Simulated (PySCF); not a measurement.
System: sum formula BN2H4Cl (charge 0, singlet). SMILES: NB(N)Cl
Geometry from a B3LYP-D3(BJ)/def2-TZVP (Ansatz) optimisation:
```xyz
8

N     -1.1176    -1.2074    -0.2308
B      0.0437    -0.4192    -0.1476
N      1.3329    -0.8584    -0.4964
Cl    -0.1325     1.2714     0.4475
H     -1.1216    -2.1602    -0.5500
H     -2.0201    -0.8535     0.0290
H      1.5326    -1.7822    -0.8377
H      2.1363    -0.2615    -0.4215
```

Dispersion corrections to the total energy (kcal/mol) from the dftd3 and dftd4 libraries through PySCF: D3(BJ) without and D4 with the three-body term, each with the damping fitted for the functional named.

```json
[
 {"functional": "PBE", "D3(BJ)": "-3.37", "D4": "?"},
 {"functional": "CAM-B3LYP", "D3(BJ)": "-2.58", "D4": "?"},
 {"functional": "HF", "D3(BJ)": "?", "D4": "-12.26"},
 {"functional": "TPSSh", "D3(BJ)": "-3.88", "D4": "-3.98"},
 {"functional": "BHLYP", "D3(BJ)": "-4.57", "D4": "-3.78"},
 {"functional": "B3LYP", "D3(BJ)": "-5.88", "D4": "-5.25"},
 {"functional": "BLYP", "D3(BJ)": "-7.21", "D4": "-7.35"}
]
```

Task: Fill in the missing entries.

Result: 
- PBE, D4: -3.24
- CAM-B3LYP, D4: -2.71
- HF, D3(BJ): -27.13
